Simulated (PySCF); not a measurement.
From one molecule to another.

First species: C8H9NSi.
SMILES with atom numbers: `[CH3:1][C:2]#[C:3][SiH2:4][c:5]1[cH:6][cH:7][cH:8][n:9][cH:10]1` (hydrogens: H11, H12, H13 on C1; H14, H15 on Si4; H16 on C6; H17 on C7; H18 on C8; H19 on C10)

Second species: C8H9NSi.
SMILES: `c1(N[SiH3])ccc(cc1)C#C`

Levels: PBE0/pcSseg-1 for dipole moment, HOMO energy, LUMO energy and HOMO–LUMO gap; GFN2-xTB for rotational constant A and rotational constant C. Geometries: GFN2-xTB. All species are isolated and taken at one optimised geometry, non-relativistic unless stated. Electronic properties by PySCF.

Dipoles, sizes and rotational constants follow the conformer. The torsions of the flexible species, by atom-mapped SMILES:
- `[CH3:1][C:2]#[C:3][SiH2:4][c:5]1[cH:6][cH:7][cH:8][n:9][cH:10]1`: C3–Si4–C5–C6 2°
- `[CH:1]#[C:2][c:3]1[cH:4][cH:5][c:6]([NH:7][SiH3:8])[cH:9][cH:10]1`: C5–C6–N7–Si8 179°

Which has the higher rotational constant A?

The second: 4.368 GHz against 2.545 GHz, a difference of 1.823 GHz.

Which of the two has the higher HOMO energy, and by how much?

The second: -5.97 eV against -7.27 eV, a difference of 1.30 eV.

Which of the two has the higher HOMO–LUMO gap, and by how much?

The first: 6.44 eV against 5.38 eV, a difference of 1.06 eV.

Which has the higher LUMO energy?

The second: -0.59 eV against -0.83 eV, a difference of 0.24 eV.

Which of the two has the higher dipole moment, and by how much?

The first: 3.59 D against 2.36 D, a difference of 1.23 D.

On the first: The dipole equals about 12.0 × 10⁻³⁰ C·m (1 D = 3.33564 × 10⁻³⁰ C·m).

On the second: The dipole matches unit charges of opposite sign 0.49 Å apart (1 e·Å = 4.8032 D).
